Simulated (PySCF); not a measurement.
# Dipole response of Sr⁺ (strontium, charge +1)

[Kr] 5s1, 2S determinant. Computed with PySCF 2.14 in def2-QZVPPD with the def2 core potential (28 electrons), with scalar relativity through the core potential. Coupled (time-dependent) response in atomic units; α is the mean over directions.

```json
{"method": "UHF", "mean α (bohr³)": "120.8", "C₆ (like pair)": "1150", "S(−4)": "12670"}
{"method": "PBE", "mean α (bohr³)": "94.65", "C₆ (like pair)": "822.3", "S(−4)": "7618"}
{"method": "PBE0", "mean α (bohr³)": "101.8", "C₆ (like pair)": "907.9", "S(−4)": "8860"}
{"method": "CAM-B3LYP", "mean α (bohr³)": "89.37", "C₆ (like pair)": "763.5", "S(−4)": "6683"}
{"method": "TPSSh", "mean α (bohr³)": "114.9", "C₆ (like pair)": "1073", "S(−4)": "11440"}
```

S(−4) is the Cauchy moment in α(ω) = α(0) + S(−4) ω² + …

α(iu) at PBE:

| u (hartree) | α(iu) (bohr³) |
| --- | --- |
| 0 | 94.65 |
| 0.0500 | 78.97 |
| 0.100 | 53.65 |
| 0.200 | 25.82 |
| 0.300 | 15.75 |
| 0.500 | 8.875 |
| 0.750 | 5.825 |
| 1.00 | 4.248 |
| 1.50 | 2.541 |
| 2.00 | 1.662 |
| 3.00 | 0.8484 |
| 5.00 | 0.3337 |

A single London oscillator, α(iu) = α/(1 + u²/ω²), gives C₆ = (3/4) ω α². Matching the computed C₆ needs ω = 4 × 822.3 / (3 × 94.65²) = 0.122 hartree.

For an ion, C₆ is the dispersion term alone; charge-induced terms of lower order in 1/R come first.

Energies and moments cover only the electrons outside the core potential.
